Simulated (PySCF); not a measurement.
Question: What does the PBE0-D3(BJ)/def2-SVP structure of InChI=1S/C7H19NSi/c1-6(2)7(3)9-8(4)5/h6-7H,9H2,1-5H3/t7-/m0/s1 look like in three dimensions?

Answer: 
```xyz
28
C7H19NSi angstrom
C     -1.845   -0.893    0.962
C     -1.420    0.472    0.430
C     -2.581    1.461    0.483
C     -0.783    0.404   -0.974
C     -1.676   -0.190   -2.065
Si     0.901   -0.468   -0.986
N      1.921    0.124    0.296
C      2.834   -0.723    1.017
C      2.234    1.527    0.388
H     -1.009   -1.610    0.971
H     -2.654   -1.331    0.356
H     -2.219   -0.809    1.994
H     -0.633    0.851    1.107
H     -2.270    2.464    0.151
H     -2.974    1.554    1.508
H     -3.418    1.141   -0.159
H     -0.552    1.447   -1.271
H     -2.642    0.335   -2.141
H     -1.195   -0.122   -3.054
H     -1.895   -1.255   -1.885
H      0.783   -1.943   -0.769
H      1.475   -0.259   -2.364
H      2.864   -0.447    2.089
H      2.521   -1.775    0.955
H      3.876   -0.660    0.638
H      3.219    1.779   -0.057
H      1.474    2.135   -0.128
H      2.257    1.861    1.442
```

Orientation and origin are arbitrary. Atoms count from 1 in this order. Si6 (SiH2 silicon) is distorted tetrahedral (angles from 105.9° to 113.8°). N7 (silicon-bound nitrogen) is almost planar (angles 122.7°, 120.3° and 113.8°, sum 356.8°, 0.16 Å off the plane of its three neighbours). Of the pairs four or more bonds apart, Si6···H10 is among the closest relative to their van der Waals radii: 2.96 Å, 90 % of the sum of Bondi's values.

Bonds between heavy atoms (Å): C1–C2 1.526, C2–C3 1.526, C2–C4 1.543, C4–C5 1.530, C4–Si6 1.896, Si6–N7 1.742, N7–C8 1.439, N7–C9 1.440.

Theory: PBE0-D3(BJ)/def2-SVP geometry optimisation, gas phase in PySCF.

Point group: C1 (no symmetry element, even within 0.4 Å). Not checked by PBE0-D3(BJ)/def2-SVP frequencies. One conformer, not necessarily the lowest (C1–C2–C4–C5 59°, C2–C4–Si6–N7 -47°, C4–Si6–N7–C8 144°).
